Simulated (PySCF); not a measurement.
## SMILES CC=C=C(F)B(C)C, C₆H₁₀BF

Molfile (atoms numbered from 1):
```
C6H10BF
     RDKit          3D

 18 17  0  0  0  0  0  0  0  0999 V2000
    2.2836    2.4704    1.6809 C   0  0  0  0  0  0  0  0  0  0  0  0
    1.8974    1.1390    1.1110 C   0  0  0  0  0  0  0  0  0  0  0  0
    0.7495    0.5364    1.2865 C   0  0  0  0  0  0  0  0  0  0  0  0
   -0.4372   -0.0373    1.3965 C   0  0  0  0  0  0  0  0  0  0  0  0
   -0.6579   -0.8953    2.4213 F   0  0  0  0  0  0  0  0  0  0  0  0
   -1.6116    0.2165    0.4005 B   0  0  0  0  0  0  0  0  0  0  0  0
   -1.4517    1.2488   -0.7699 C   0  0  0  0  0  0  0  0  0  0  0  0
   -2.9382   -0.5949    0.6075 C   0  0  0  0  0  0  0  0  0  0  0  0
    1.4655    2.9123    2.2649 H   0  0  0  0  0  0  0  0  0  0  0  0
    2.5578    3.1692    0.8742 H   0  0  0  0  0  0  0  0  0  0  0  0
    3.1656    2.3698    2.3338 H   0  0  0  0  0  0  0  0  0  0  0  0
    2.6495    0.6247    0.4947 H   0  0  0  0  0  0  0  0  0  0  0  0
   -0.4258    1.5984   -0.9533 H   0  0  0  0  0  0  0  0  0  0  0  0
   -1.8819    0.8611   -1.7080 H   0  0  0  0  0  0  0  0  0  0  0  0
   -2.0665    2.1317   -0.5103 H   0  0  0  0  0  0  0  0  0  0  0  0
   -3.8113   -0.1678    0.0931 H   0  0  0  0  0  0  0  0  0  0  0  0
   -3.1717   -0.7755    1.6675 H   0  0  0  0  0  0  0  0  0  0  0  0
   -2.7613   -1.5974    0.1707 H   0  0  0  0  0  0  0  0  0  0  0  0
  1  2  1  0
  2  3  2  0
  3  4  2  0
  4  5  1  0
  4  6  1  0
  6  7  1  0
  6  8  1  0
  1  9  1  0
  1 10  1  0
  1 11  1  0
  2 12  1  0
  7 13  1  0
  7 14  1  0
  7 15  1  0
  8 16  1  0
  8 17  1  0
  8 18  1  0
M  END
```

Theory: PySCF, quadratic response CAM-B3LYP/aug-cc-pVDZ first hyperpolarisability, Taylor convention, gas phase. Geometry: PBE0-D3(BJ)/def2-SVP.

**Question.** Give the tensor of the second harmonic β(−2ω;ω,ω) at 1064 nm in the axes of these coordinates.

**Answer.** In au, Taylor convention; rows are the first index (the induced dipole):
|  | xx | yy | zz | xy | xz | yz |
| --- | --- | --- | --- | --- | --- | --- |
| x | +175.7 | -19.4 | +57.7 | -21.6 | +166.2 | +36.7 |
| y | -14.5 | -40.1 | +2.9 | -17.5 | +38.8 | +17.6 |
| z | +153.0 | +15.9 | +57.4 | +32.5 | +55.2 | +2.2 |

Norm of βᵢ = ⅓ Σⱼ (βᵢⱼⱼ + βⱼᵢⱼ + βⱼⱼᵢ): 323.6 au, hyper-Rayleigh value 143.6 au.
